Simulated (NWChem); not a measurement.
System: TiNH₃OCl₂; SMILES [Cl][Ti]([OH])([Cl])[NH2]

```xyz
8

Ti    -0.3608     0.0004    -0.0233
Cl     0.9061    -1.7919     0.2070
Cl     0.9086     1.7910     0.2070
O     -1.6778     0.0018     1.1158
H     -1.9121     0.0024     2.0488
N     -1.1215     0.0007    -1.6912
H     -2.1237     0.0036    -1.8665
H     -0.5924    -0.0013    -2.5612
```
Atoms are numbered in this order, from 1.

Program: NWChem. Coordinates come from a PBE0/def2-SVP optimisation. Not confirmed as a minimum by frequencies. Isolated, static molecule.

GIAO at KT2/pcSseg-1: principal shieldings of O4 are -281.1, -107.7, 283.3 ppm; an isolated water molecule has σ = 330.7 ppm at the same levels.

Problem. Find the isotropic 17O shift, its principal values, the span and the skew.

Solution. 
1. σ(iso) = one third of the sum = -35.2 ppm.
2. δ = σ(reference) − σ = 365.9 ppm against water.
3. δ11, δ22, δ33 = 611.8, 438.4, 47.4 ppm.
4. Span Ω = δ11 − δ33 = 564.4 ppm; skew κ = 3(δ22 − δ(iso))/Ω = 0.39.
